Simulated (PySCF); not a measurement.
Several molecules and their computed UV-vis stick spectra, shuffled. The calculation used PySCF, TDDFT PBE0/def2-SVPD, vertical, gas phase, core orbitals frozen in the response. Geometries: GFN2-xTB; one conformer of each isolated species. Triplets are in the Tamm–Dancoff approximation.

A. `C=CCCSC`
B. `C1[C@@H]([C@@H]1SC)C`
C. `C[C@@H]1CCCSS1`
D. `SC1CCCC1`
E. `CN(P1(C=C1)=NC)C`

Lowest singlet levels (six at most, fewer where fewer were computed) with oscillator strengths:

1. 236 nm (f 0.004); 216 nm (f 0.007); 208 nm (f 0.022); 195 nm (f 0.023); 187 nm (f 0.029); 182 nm (f 0.002); T1 4.43 eV
2. 315 nm (f 0.003); 249 nm (f 0.001); 240 nm (f 0.000); 236 nm (f 0.004); 206 nm (f 0.003); 205 nm (f 0.014); T1 3.55 eV
3. 224 nm (f 0.010); 204 nm (f 0.028); 192 nm (f 0.005); 176 nm (f 0.000); 170 nm (f 0.008); 167 nm (f 0.066); T1 5.10 eV
4. 287 nm (f 0.009); 237 nm (f 0.002); 225 nm (f 0.000); 215 nm (f 0.018); 202 nm (f 0.003); 198 nm (f 0.045); T1 3.66 eV
5. 233 nm (f 0.002); 209 nm (f 0.019); 198 nm (f 0.024); 188 nm (f 0.012); 186 nm (f 0.010); 175 nm (f 0.008); T1 4.89 eV

**Question.** Match each spectrum to its molecule.

**Answer.** 1 = A, 2 = E, 3 = D, 4 = C, 5 = B.
- A: S1 at 5.25 eV, HOMO→LUMO (72%), HOMO→LUMO+1 (19%); Löwdin shares by element: HOMO sulfur 70%, carbon 19% or more; LUMO carbon 59% or more, sulfur 10%, hydrogen 6% or more (atoms not listed hold the other 25%); HOMO -6.31 and LUMO 0.07 eV.
- B: S1 at 5.32 eV, HOMO→LUMO (86%), HOMO→LUMO+1 (8%); Löwdin shares by element: HOMO sulfur 65%, carbon 24% or more; LUMO sulfur 43%, carbon 13% or more, hydrogen 12% or more (atoms not listed hold the other 31%); HOMO -6.22 and LUMO 0.52 eV.
- C: S1 at 4.32 eV, HOMO→LUMO (97%); Löwdin shares by element: HOMO sulfur 80%, carbon 12% or more; LUMO sulfur 83% (atoms not listed hold the other 17%); HOMO -6.23 and LUMO -0.38 eV.
- D: S1 at 5.54 eV, HOMO→LUMO (74%), HOMO→LUMO+2 (11%), HOMO→LUMO+1 (11%); Löwdin shares by element: HOMO sulfur 74%, carbon 12% or more, hydrogen 6% or more; LUMO sulfur 31%, carbon 15% or more, hydrogen 11% or more (atoms not listed hold the other 43%); HOMO -6.69 and LUMO 0.33 eV; point group Cs, 1 of its 6 listed states under f = 0.0005.
- E: S1 at 3.94 eV, HOMO→LUMO (98%); Löwdin shares by element: HOMO nitrogen 47% or more, carbon 18% or more, phosphorus 15% (atoms not listed hold the other 20%); LUMO carbon 77% or more, hydrogen 12% or more; HOMO -5.93 and LUMO -0.65 eV.
A and B have S1 within 0.07 eV of each other; their strongest listed levels stand at 6.62 eV (f 0.029) and 6.25 eV (f 0.024).

Without π bonds the low states may be Rydberg-like; a valence basis with one diffuse set may place them up to an eV too high.
